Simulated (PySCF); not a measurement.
**Working out the ionisation energy of Cd⁺**

Cd⁺ [Kr] 4d10 5s1 (2S) → Cd²⁺ [Kr] 4d10 (1S). Calculation: PySCF 2.14, in ANO-RCC-VTZP (7s6p4d2f1g, 68 functions); the spin-free X2C one-electron Hamiltonian (Gaussian nucleus). Frozen: [Ar] 3d10. Energies in hartree (1 hartree = 27.21139 eV):

```json
{"part": "UHF", "Cd⁺ (lower)": "-5590.873624", "Cd²⁺ (upper)": "-5590.300738"}
{"part": "MP2 opposite-spin", "Cd⁺ (lower)": "-0.354021", "Cd²⁺ (upper)": "-0.324972"}
{"part": "MP2 same-spin", "Cd⁺ (lower)": "-0.184154", "Cd²⁺ (upper)": "-0.163483"}
```

**Question.** What does Hartree-Fock give?

**Answer.** (-5590.300738) − (-5590.873624) = 0.572886 hartree = 15.589 eV.

**Question.** What do MP2 and SCS-MP2 (6/5 opposite-spin, 1/3 same-spin) give?

**Answer.** The opposite-spin parts differ by 0.790 eV and the same-spin parts by 0.562 eV. MP2: 15.589 + (0.790) + (0.562) = 16.941 eV. SCS-MP2: 15.589 + 1.2 × (0.790) + (0.562)/3 = 16.724 eV.

Measured between the centres of the two terms (NIST): 16.908 eV, so MP2 (valence and next inner shell) is off by 0.033 eV.

What remains against the reference includes basis incompleteness, the frozen core and correlation beyond second order.
